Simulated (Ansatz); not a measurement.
Gas-phase reaction R1 → 2 P1, each structure at its B3LYP-D3(BJ)/def2-TZVP stationary point, reached from a drawn start (curvature not checked).
R1: Cl2 (SMILES ClCl), charge 0, multiplicity 1.
P1: Cl atom, charge 0, multiplicity 2.

P less R. No zero-point or thermal terms; singlets are restricted closed shells; open shells are unrestricted; no spin–orbit coupling.

Correlated levels freeze the cores. CBS(a, b) extrapolates the correlation energy as X⁻³ and adds the Hartree–Fock energy of set b.

Run with Ansatz (Gaussian basis) for Hartree–Fock, density functionals and correlated methods. No computed number here is a measurement.

PBE/def2-TZVPP gives 65.53 kcal/mol for the reaction energy.

Q: Predict the shift from PBE, with its sign, for: r2SCAN/def2-TZVPP, PBE0/def2-TZVPP, wB97M-V/def2-TZVPP, B2PLYP/def2-TZVPP, MP2/CBS(cc-pV(T+d)Z, cc-pV(Q+d)Z), CCSD(T)/CBS(cc-pV(T+d)Z, cc-pV(Q+d)Z).

A: r2SCAN/def2-TZVPP -6.38; PBE0/def2-TZVPP -6.34; wB97M-V/def2-TZVPP -5.21; B2PLYP/def2-TZVPP -10.64; MP2/CBS(cc-pV(T+d)Z, cc-pV(Q+d)Z) -1.86; CCSD(T)/CBS(cc-pV(T+d)Z, cc-pV(Q+d)Z) -6.58 kcal/mol. 0 of 6 lie above PBE; the widest gap is to B2PLYP/def2-TZVPP.

Ansatz is a first-principles code.
